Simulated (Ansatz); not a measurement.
Mulliken charges of `F[SiH2]N[SiH2]Cl` from r2SCAN/def2-TZVPP in Ansatz (PBE0-D4/def2-TZVP geometry).

```
atom   x (Å)   y (Å)   z (Å)  charge (e)
  F1   0.259  -2.435  -1.042      -0.321
 Si2  -0.522  -1.473  -0.032       0.622
  N3   0.444  -0.141   0.444      -0.398
 Si4   0.413   1.450  -0.196       0.521
 Cl5  -0.614   2.757   1.020      -0.261
  H6  -0.855  -2.300   1.148      -0.088
  H7  -1.704  -0.951  -0.749      -0.083
  H8   1.086  -0.301   1.209       0.142
  H9  -0.292   1.401  -1.493      -0.062
 H10   1.784   1.993  -0.307      -0.072
```

By hand: the dipole of these point charges (1 e Å = 4.8032 D).

Σ q r = (0.051, -0.034, 0.017) e Å, of length 0.064 e Å = 0.31 D.

How does the dipole of the full density compare? (Best estimate.)

Computed: (0.142, -0.056, 0.157) e Å, 1.05 D; the point charges give 0.30 times that, at 32° from its direction.

Point charges leave out the atoms' own dipoles, such as those of lone pairs, and Mulliken's split depends on the basis, so the two needn't agree.
